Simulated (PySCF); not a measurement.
Cd(Me)(SMe), SMILES C[S][Cd][CH3] (C2H6CdS), PBE0/def2-SVP optimised geometry.

```
10

Cd     0.72    -0.70     0.00
C      2.83    -0.70     0.00
H      3.21    -1.55    -0.59
H      3.22    -0.79     1.03
H      3.22     0.23    -0.44
S     -1.64    -0.75    -0.05
C     -2.12     0.56     1.14
H     -1.76     0.35     2.16
H     -3.22     0.57     1.16
H     -1.78     1.55     0.82
```

Density from PBE0/def2-TZVP, def2 effective core potentials past Kr (PySCF) at that geometry. The core electrons that the potentials of Cd replace are not part of the density.

Minimum of the electron density along straight lines between bonded atoms, close to the bond critical point (lines longer than 1.1 times the sum of covalent radii, or with two minima, are not listed):

| bond | length / Å | ρ at the minimum / e bohr⁻³ | ∇²ρ there / e bohr⁻⁵ | position (fraction from the first atom) |
|---|---|---|---|---|
| Cd1–C2 | 2.109 | 0.105 | ? | 0.52 |
| C2–H3 | 1.100 | 0.267 | -0.87 | 0.64 |
| C2–H4 | 1.100 | 0.267 | -0.88 | 0.64 |
| C2–H5 | 1.100 | 0.268 | -0.88 | 0.64 |
| Cd1–S6 | 2.361 | ? | 0.17 | 0.48 |
| S6–C7 | 1.828 | 0.173 | ? | 0.52 |
| C7–H8 | 1.099 | 0.275 | -0.93 | 0.64 |
| C7–H9 | 1.099 | 0.274 | -0.93 | 0.65 |
| C7–H10 | 1.099 | 0.275 | -0.93 | 0.64 |

Q: Some entries are withheld; supply them.

A: 
- Cd1–C2, ∇²ρ there / e bohr⁻⁵: 0.19
- Cd1–S6, ρ at the minimum / e bohr⁻³: 0.086
- S6–C7, ∇²ρ there / e bohr⁻⁵: -0.27
